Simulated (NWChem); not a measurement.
System: C5H3N; SMILES C#C/C=C/C#N

Results from NWChem. Geometry: optimised at PBE-D3(BJ)/def2-SVP. Level: M06-2X/def2-SVP with SMD (1 M gas to 1 M solution), gas-phase geometry.

Among these, which solvent gives the highest value of “cavity-dispersion-structure term (kcal/mol)”?
A. diethyl ether
B. water
C. tetrahydrofuran
D. 2-propanol

B, water. Values: diethyl ether 0.6; tetrahydrofuran 1.5; 2-propanol 3.0; water 6.1
